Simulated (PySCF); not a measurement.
**WSe₂⁺, doublet: molecular constants**

Level of theory: UPBE0/[W def2-SVP with ECP60, Se def2-SVP], scalar-relativistic core potentials, density fitting, no spin–orbit coupling, PySCF.

The structure is a minimum.

```
Point group                                                                   : C2v
Bond lengths                                                                  : W–Se 2.220 Å (×2)
Bond angles                                                                   : Se–W–Se 105.3°
Rotational constants                                                          : 0.1086, 0.03389, 0.02583 cm⁻¹
Highest occupied level (α)                                                    : -12.21 eV
Entropy at 298.15 K and 1 bar (electronic part: spin only)                    : 325.5 J/(mol K)
Dipole moment about the centre of mass                                        : 2.89 D
Enthalpy at 298.15 K above 0 K                                                : 13.52 kJ/mol
Rotational symmetry number                                                    : 2
Spin squared ⟨S²⟩                                                             : 0.938
Heat capacity Cp at 298.15 K                                                  : 54.3 J/(mol K)
Principal quadrupole moments (Buckingham, traceless) about the centre of mass : -7.20, 3.53, 3.67 D Å
Zero-point energy                                                             : 5.1 kJ/mol
Principal polarisabilities                                                    : 49.8, 63.8, 121.9 bohr³
Lowest empty level (α)                                                        : -9.52 eV
```

Harmonic modes (masses in u: W 183.951, Se 79.917):
| symmetry | ω (cm⁻¹) | IR (km/mol) |
| --- | --- | --- |
| a1 | 133 | 0.0 |
| a1 | 356 | 0.0 |
| b2 | 363 | 9.5 |

In C2v the vibrations span 2a1 + b2. Here b1 is antisymmetric to the molecular plane and b2 lies in it.

Charges (e):
```json
{"atom": "W1", "Mulliken": "0.74", "Löwdin": "-0.03", "polar tensor": "0.99", "spin (Mulliken)": "1.80", "Mayer order to W1": "–"}
{"atom": "Se2,3", "Mulliken": "0.13", "Löwdin": "0.51", "polar tensor": "0.01", "spin (Mulliken)": "-0.40", "Mayer order to W1": "2.37"}
```

Mulliken populations on W1 (electrons outside its core potential): s 2.68, p 6.11, d 4.42, f 0.04.

Formally W is in oxidation state +5, d1, with 1 unpaired electron. The Mulliken spin on W is 1.80. The polar-tensor charge on W, 0.99, is far below the formal one.

Only a few start shapes were tried, so a lower isomer may exist. With open d or f shells other occupations or spin states may lie lower. Spin–orbit coupling, left out here, can matter for elements this heavy.

The final relaxation and frequency run took roughly 2.6 core-minutes on a shared host.
